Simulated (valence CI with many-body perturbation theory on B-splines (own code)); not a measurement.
**Er XXXVII: calculated level list**

Calculated by relativistic CI+MBPT: four valence electrons over a frozen Dirac-Fock core [Ar] 3d10, radial functions for each j: 9 s, 9 p, 8 d, 6 f, 3 g, 1 h, with the one-electron correlation potential Σ1 (screened to all orders), the two-electron term Σ2, the three-electron term Σ3, Breit, model QED; selected single and double excitations, second order for the rest, scaled by the run's own slope (own B-spline code, finite nucleus).

The last digits are not significant, and no measured levels were compared; by estimate large intervals hold to a few tenths of a per cent, small ones and those within an open d or f shell to about a per cent.

Levels 1 to 31 of 31, with energies above the lowest level, (4s^2 4p1/2^2) J=0. "Leading %" is the weight of the configuration and term that name the level; weights of strongly mixed levels are sums over their largest components and can fall short. In the jj column 3d3/2^4 stands for four electrons in 3d with j = 3/2.

```tsv
No.	Configuration	Term	J	E (cm⁻¹)	Leading %	Leading jj	Second component
1	4s2 4p2	3P	0	0	71	4s^2 4p1/2^2 (99 %)	28 % 4s2 4p2 1S
2	4s2 4p2	3P	1	458140	99	4s^2 4p1/2 4p3/2 (99 %)	
3	4s2 4p2	1D	2	488480	62	4s^2 4p1/2 4p3/2 (99 %)	37 % 4s2 4p2 3P
4	4s2 4p2	3P	2	969490	61	4s^2 4p3/2^2 (98 %)	37 % 4s2 4p2 1D
5	4s2 4p2	1S	0	1036000	71	4s^2 4p3/2^2 (98 %)	28 % 4s2 4p2 3P
6	4s 4p3	3P°	2	1112600	42	4s 4p1/2^2 4p3/2 (95 %)	36 % 4s 4p3 5S°
7	4s 4p3	3D°	1	1216800	40	4s 4p1/2^2 4p3/2 (91 %)	22 % 4s 4p3 1P°
8	4s2 4p 4d	3F°	2	1520600	65	4s^2 4p1/2 4d3/2 (88 %)	18 % 4s2 4p 4d 1D°
9	4s 4p3	5S°	2	1531300	43	4s 4p1/2 4p3/2^2 (82 %)	35 % 4s 4p3 3D°
10	4s 4p3	3D°	3	1589600	82	4s 4p1/2 4p3/2^2 (82 %)	10 % 4s2 4p 4d 3D°
11	4s2 4p 4d	3D°	1	1639100	45	4s^2 4p1/2 4d3/2 (71 %)	17 % 4s2 4p 4d 1P°
12	4s 4p3	3P°	0	1660400	96	4s 4p1/2 4p3/2^2 (96 %)	
13	4s 4p3	3D°	2	1706300	23	4s^2 4p1/2 4d5/2 (46 %)	21 % 4s2 4p 4d 3P°
14	4s 4p3	3P°	1	1711900	51	4s 4p1/2 4p3/2^2 (83 %)	21 % 4s 4p3 1P°
15	4s2 4p 4d	3F°	3	1720600	58	4s^2 4p1/2 4d5/2 (79 %)	16 % 4s2 4p 4d 1F°
16	4s 4p3	1D°	2	1748900	41	4s 4p1/2 4p3/2^2 (49 %)	22 % 4s2 4p 4d 3P°
17	4s 4p3	3S°	1	1749400	38	4s 4p1/2 4p3/2^2 (83 %)	26 % 4s 4p3 3D°
18	4s 4p3	3P°	2	2075900	29	4s 4p3/2^3 (55 %)	22 % 4s2 4p 4d 3P°
19	4s2 4p 4d	3P°	1	2097300	48	4s^2 4p3/2 4d3/2 (84 %)	32 % 4s2 4p 4d 3D°
20	4s2 4p 4d	3D°	2	2098000	38	4s^2 4p3/2 4d3/2 (80 %)	37 % 4s2 4p 4d 1D°
21	4s2 4p 4d	3P°	0	2111700	95	4s^2 4p3/2 4d3/2 (95 %)	
22	4s2 4p 4d	3F°	3	2116000	35	4s^2 4p3/2 4d3/2 (85 %)	33 % 4s2 4p 4d 3D°
23	4s2 4p 4d	3F°	4	2130300	99	4s^2 4p3/2 4d5/2 (99 %)	
24	4s 4p2 4d	5F	1	2187800	49	4s 4p1/2^2 4d3/2 (94 %)	31 % 4s 4p2 4d 3D
25	4s 4p2 4d	5F	2	2205800	25	4s 4p1/2^2 4d3/2 (86 %)	24 % 4s 4p2 4d 3D
26	4s2 4p 4d	3P°	1	2238500	26	4s^2 4p3/2 4d5/2 (47 %)	25 % 4s2 4p 4d 1P°
27	4s2 4p 4d	3P°	2	2252900	28	4s^2 4p3/2 4d5/2 (53 %)	20 % 4s 4p3 3P°
28	4s2 4p 4d	1F°	3	2266400	51	4s^2 4p3/2 4d5/2 (88 %)	46 % 4s2 4p 4d 3D°
29	4s2 4p 4d	1P°	1	2328500	42	4s^2 4p3/2 4d5/2 (50 %)	21 % 4s 4p3 1P°
30	4p4	3P	2	2330800	35	4p1/2^2 4p3/2^2 (51 %)	16 % 4p4 1D
31	4s 4p2 4d	3D	3	2331400	26	4s 4p1/2^2 4d5/2 (91 %)	26 % 4s 4p2 4d 5D
```

Where two levels of one J and parity lie close, their mixing, g and order are uncertain.

The ionisation energy to 4s2 4p 2P°_1/2 of the next ion comes out as 1626.6 eV (NIST: 1625 ± 5 eV (theoretical)). All 31 levels together are meant to be complete up to 2424700 cm⁻¹.
